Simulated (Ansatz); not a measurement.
`BC(=C)[O][InH2]` + `C[NH][GeH3]` → `C[N]([GeH3])[InH2]` + `BC(=C)O` at 500 K and 1 bar (ligand exchange at the In–O bond).

Gas-phase electronic energies from Ansatz, PBE0-D4/def2-TZVP geometries. CCSD(T)/CBS adds triple-zeta CCSD(T) − MP2 to the extrapolated MP2 energy (def2 sets, frozen cores). def2 core potentials past Kr. For Ge, In outer-core shells are correlated without core-valence functions, which leaves a few kJ/mol of doubt a bond. Scalar relativity is left out up to krypton. Each species was taken in one conformer, which may not be the lowest.

```
             species  CCSD(T)/CBS energy (Eh)  H − E (kJ/mol)  S (J/(mol·K))
   `BC(=C)[O][InH2]`               -369.43973           231.7          443.9
       `C[NH][GeH3]`              -2173.06430           241.1          362.9
`C[N]([GeH3])[InH2]`              -2363.46641           260.2          456.6
           `BC(=C)O`               -179.03550           213.5          337.9
```

H − E and S are ideal-gas, rigid-rotor, harmonic terms from PBE0-D4/def2-TZVP, for one conformer and one mirror image of each species. 1 Eh = 2625.50 kJ/mol, R = 8.31446 J/(mol·K).

Problem. By hand: ΔE, ΔH, ΔS and ΔG.

Solution. ΔE = (-2363.46641) + (-179.03550) − (-369.43973) − (-2173.06430) = 0.00212 Eh = 5.6 kJ/mol. Δ(H − E) = 260.2 + 213.5 − 231.7 − 241.1 = 0.9, so ΔH = 6.5 kJ/mol. ΔS = 456.6 + 337.9 − 443.9 − 362.9 = -12.3 J/(mol·K). ΔG = 6.5 − 500 × (-12.3)/1000 = 12.7 kJ/mol.

Problem. By hand: the equilibrium constant, and the temperature at which ΔG would vanish if ΔH and ΔS stayed fixed.

Solution. log₁₀ K = −ΔG/(RT ln 10) = -1.3. ΔH and −TΔS have one sign here, so there is no such temperature.

TΔS isn't small against ΔH here. A doubt of 5 kJ/mol in ΔE shifts log₁₀ K by 0.5 here. Other conformers and mirror images would add mixing entropy, several J/(mol·K) or more a flexible species. Modes under 60 cm⁻¹, often nearly free rotors, make the harmonic entropy too high. These are equilibria of isolated gas molecules and say nothing of rates. Largest T1 diagnostic: 0.017 (customary marks: 0.02 for closed shells, 0.045 for open ones).

ΔS is within the doubt of such terms, so its sign, and with it that verdict, could turn.
